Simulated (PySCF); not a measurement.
## Working out the excitation energy of Ge

Ge [Ar] 3d10 4s2 4p2 (3P) → Ge [Ar] 3d10 4s1 4p2 5s1 (5P). Computed with PySCF 2.14 in aug-cc-pVTZ-PP with ECP10MDF (6s5p4d2f, 55 functions), with a scalar-relativistic core potential. Frozen: 3s2 3p6 3d10. Energies in hartree (1 hartree = 27.21139 eV):

```tsv
part	Ge (lower)	Ge (upper)
UHF	-293.352850	-293.014985
MP2 opposite-spin	-0.041861	0.000000
MP2 same-spin	-0.008873	-0.014190
```

Question: What does Hartree-Fock give?

Answer: (-293.014985) − (-293.352850) = 0.337865 hartree = 9.194 eV.

Question: What do MP2 and SCS-MP2 (6/5 opposite-spin, 1/3 same-spin) give?

Answer: The opposite-spin parts differ by 1.139 eV and the same-spin parts by -0.145 eV. MP2: 9.194 + (1.139) + (-0.145) = 10.188 eV. SCS-MP2: 9.194 + 1.2 × (1.139) + (-0.145)/3 = 10.512 eV.

The upper state lies above the first ionisation limit, but in LS coupling its spin forbids autoionisation to the ground ion. A Rydberg-like electron needs more diffuse functions than a valence basis has.
